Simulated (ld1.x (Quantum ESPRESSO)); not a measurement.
# neodymium (Nd): excitation energies, all-electron against TM

```json
{
  "Element": "Nd (Z = 60)",
  "Generator": "ld1.x (Quantum ESPRESSO) 7.5",
  "Type": "norm-conserving Troullier–Martins (Kleinman–Bylander form)",
  "Functional": "PBEsol",
  "Relativity": "scalar-relativistic",
  "Frozen core": "[Kr] 4d10 5s2",
  "Valence charge": "12",
  "Reference configuration": "4f4 5p6 5d0 6s0 6p0 (charge +2)",
  "Partial waves": "6s (bound, empty): rc 3.56 bohr; 5p (bound): rc 2.50 bohr; 5d (bound, empty): rc 3.50 bohr; 4f (bound): rc 0.90 bohr",
  "Local potential": "all-electron potential smoothed inside 1.85 bohr (lloc = -1)",
  "Core correction": "Bessel-smoothed model core inside 0.75 bohr"
}
```

Energies are relative to the spin-unpolarised reference configuration 4f4 5p6 5d0 6s0 6p0; without spin polarisation the order of configurations can differ from experiment.

| valence configuration | charge | ΔE all-electron (eV) | error AE − PS (meV) |
| --- | --- | --- | --- |
| 4f4 5p6 5d0 6s2 6p0 | 0 | -16.507 | +23 |
| 4f4 5p6 5d0 6s1 6p0 | +1 | -10.690 | +5.9 |
| 4f3 5p6 5d0 6s0 6p0 | +3 | 22.489 | -211 |
| 4f4 5p5 5d0 6s2 6p0 | +1 | 10.345 | -246 |
| 4f5 5p6 5d0 6s0 6p0 | +1 | -8.204 | -105 |
| 4f4 5p6 5d0 6s0 6p1 | +1 | -7.718 | +60 |

Problem. What are ΔE and the potential's error for 4f4 5p6 5d1 6s0 6p0?

Solution. ΔE = -9.651 eV all-electron; the error (AE − PS) is -9.8 meV.

Levels in the configuration 4f4 5p6 5d0 6s2 6p0:

| level | all-electron (eV) | pseudo (eV) |
| --- | --- | --- |
| 4f | -1.786 | -2.048 |
| 5p | -22.097 | -22.232 |
| 6s | -3.520 | -3.536 |

Note: ghost state, extra bound levels that the all-electron valence spectrum of the same l lacks: s at -102.6 eV. A true bound ghost makes a file unfit for plane-wave use.
